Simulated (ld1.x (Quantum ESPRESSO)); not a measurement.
u(r) = r·R(r): atom against pseudo-atom (Be)

Columns: radius, all-electron u(r) and pseudo u(r) of the 2p shell (level -2.24 eV) of beryllium in the configuration 1s2 2s1.75 2p0.25; BP86, scalar-relativistic, TM scheme, ld1.x (Quantum ESPRESSO) 7.5.

```
r (bohr)  all-electron  pseudo
   0.220        0.0494  0.0164
   0.440        0.1397  0.0636
   0.660        0.2316  0.1355
   0.880        0.3128  0.2232
   1.100        0.3813  0.3159
   1.320        0.4373  0.4027
   1.540        0.4800  0.4749
   1.760        0.5095  0.5273
   1.980        0.5271  0.5581
   2.200        0.5347  0.5695
   2.420        0.5341  0.5654
   2.640        0.5269  0.5508
   2.860        0.5147  0.5303
   3.080        0.4985  0.5070
   3.300        0.4794  0.4832
   3.520        0.4583  0.4595
   3.740        0.4358  0.4360
   3.960        0.4125  0.4125
   4.180        0.3889  0.3889
   4.400        0.3653  0.3653
   4.620        0.3420  0.3420
   4.840        0.3193  0.3193
   5.060        0.2973  0.2973
   5.280        0.2762  0.2762
   5.500        0.2561  0.2561
   5.720        0.2371  0.2371
```

**Question.** How many radial nodes do the two functions have?

**Answer.** The all-electron 2p function has n − l − 1 = 0; the pseudo-wave has 0.

**Question.** At about which radius was the pseudo-wave matched?

**Answer.** 4.20 bohr. The columns agree to 0.0005 from 3.74 bohr on; several derivatives are matched, so the curves merge somewhat inside the radius.

**Question.** Is the pseudo-wave norm-conserving?

**Answer.** Yes: the TM scheme keeps the norm inside the radius equal to the all-electron one, which fixes the energy derivative of the logarithmic derivative at the level.
